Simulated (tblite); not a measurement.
A tight-binding relaxation on `OCc1c[c]ncn1` [radical].

Computed with GFN2-xTB geometry optimisation, gas phase (tblite 0.8.0). Start geometry: from a force field or distance geometry. The command runs a driver script over a list of jobs; the input below is this job's line of settings and its coordinates in Å.

Command:
```bash
OMP_NUM_THREADS=1 python probes_run.py task.json out
```

Input:
```
{"job": {"kind": "relax", "xc": "GFN2-xTB", "basis": "xTB"}, "charge": 0, "multiplicity": 2}
O     -2.191900     0.857100    -0.374900
C     -1.665100    -0.431500    -0.230600
C     -0.193300    -0.214900    -0.010300
C      0.295900    -0.034200     1.253300
C      1.656600     0.165800     1.455700
N      2.487800     0.203500     0.366800
C      1.991700     0.040000    -0.874000
N      0.670300    -0.163300    -1.059300
H     -1.447900     1.510000    -0.550000
H     -1.786400    -1.067600    -1.101500
H     -2.093400    -0.856400     0.708900
H     -0.319200    -0.063900     2.154300
H      2.590500     0.055900    -1.756200
```

Output:
```
step      E/eV     max force
  0    -626.82221    4.181
  1    -627.20236    1.657
  2    -627.26904    0.755
  3    -627.31258    0.391
  4    -627.32468    0.362
  5    -627.33370    0.245
  6    -627.33794    0.221
  7    -627.34432    0.185
  8    -627.34977    0.200
  9    -627.35570    0.191
... (85 lines left out)
 95    -627.50516    0.173
 96    -627.50725    0.144
 97    -627.50934    0.298
 98    -627.50885    0.335
 99    -627.51151    0.059
100    -627.51172    0.105
101    -627.51192    0.051
102    -627.51211    0.017
103    -627.51215    0.023
104    -627.51218    0.010
```

«max force» is the largest atomic force in eV/Å.

Problem. From which step on does the largest force stay under 0.1 eV/Å, and how much energy is left to gain from there?

Solution. From step 101 (0.051 eV/Å), 0.3 meV above the end.

In short: energy lowered by 15.9 kcal/mol over 104 steps; largest atomic force 0.010 eV/Å at the end.

Problem. Where do the atoms end?

Solution. 0.711 Å rms from the input after alignment:
```
atom  x, y, z in Å
O1    -2.1201    0.7345   -1.0150
C2    -1.6592   -0.1185   -0.0098
C3    -0.1636   -0.0772    0.1622
C4     0.4536   -0.4829    1.3517
C5     1.8270   -0.4137    1.3225
N6     2.5011   -0.0089    0.2995
C7     1.8517    0.3656   -0.7889
N8     0.5426    0.3357   -0.8813
H9    -1.4443    0.7653   -1.7065
H10   -1.9343   -1.1662   -0.2324
H11   -2.1586    0.1690    0.9204
H12   -0.1182   -0.8135    2.2024
H13    2.4179    0.7113   -1.6424
```

The run took 0.42 s on an Arm Neoverse V2 with one thread, shared host with 96 logical CPUs at a one-minute load of 19.
Labels such as C1 count atoms from 1, the log's own numbers from 0.
